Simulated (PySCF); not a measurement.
(3R)-1-fluoro-3-methylcyclobutene (C₅H₇F), SMILES C[C@H]1C=C(F)C1. Atoms are numbered in the order given.

```xyz
13

C     -2.2338     0.1342     0.1992
C     -0.8310    -0.1378     0.7250
C      0.0589    -1.0672    -0.1026
C      0.9475    -0.0894    -0.3106
F      2.1043    -0.0277    -0.9586
C      0.2425     0.9880     0.4597
H     -2.7293     0.9322     0.7762
H     -2.8625    -0.7687     0.2667
H     -2.2020     0.4424    -0.8588
H     -0.8685    -0.4149     1.7934
H     -0.0200    -2.1142    -0.3962
H      0.7654     1.3645     1.3541
H     -0.1265     1.8414    -0.1324
```

The structure is a stationary point at B3LYP-D3(BJ)/def2-SVP.

Method: PBE/pcSseg-1 run with PySCF.

GIAO shieldings, no solvent; atoms listed in one row are averaged. δ = σ(ref) − σ: ¹³C against TMS (σ = 182.0 ppm); ¹⁹F against CFCl3 (σ = 133.6 ppm); ¹H against TMS (σ = 31.49 ppm), references at their B3LYP-D3(BJ)/def2-TZVP geometries, non-relativistic.

Computed chemical shifts:
| nucleus | atoms | count | δ (ppm) |
|---|---|---|---|
| ¹³C | C4 | 1 | 162.5 |
| ¹³C | C3 | 1 | 116.0 |
| ¹³C | C6 | 1 | 46.7 |
| ¹³C | C2 | 1 | 33.6 |
| ¹³C | C1 | 1 | 24.1 |
| ¹⁹F | F5 | 1 | -94.5 |
| ¹H | H11 | 1 | 5.19 |
| ¹H | H12 | 1 | 3.26 |
| ¹H | H10 | 1 | 2.77 |
| ¹H | H13 | 1 | 2.46 |
| ¹H | H7, H8, H9 | 3 | 1.45 |
